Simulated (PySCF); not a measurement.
Tautomers of CC(N)=S. Gas-phase values, no solvent. One relaxed conformer stands for each flexible species; it need not be the lowest. Strings in code marks are SMILES.

The T1 excitation (TDA) from two functionals at the same geometries (r2SCAN-D4/def2-TZVP), both in PySCF: PBE-D3(BJ)/def2-TZVP and r2SCAN-D4/def2-TZVP. Excitations are Tamm–Dancoff values on a coarser integration grid. The basis has no diffuse functions, so Rydberg states are missing or too high.

```tsv
species	PBE-D3(BJ)/def2-TZVP (eV)	r2SCAN-D4/def2-TZVP (eV)
`CC(N)=S`	2.87	3.16
`C=C(S)N`	3.86	3.85
`C(=N/[H])(/S)C` (N–C–S–H torsion 180°)	4.45	4.54
```

Over these rows, drawn at random from the members with no instability flagged (it was tested for open shells, ions and some series alone), PBE minus r2SCAN-D4: mean -0.12 eV, from -0.29 eV to +0.02 eV.
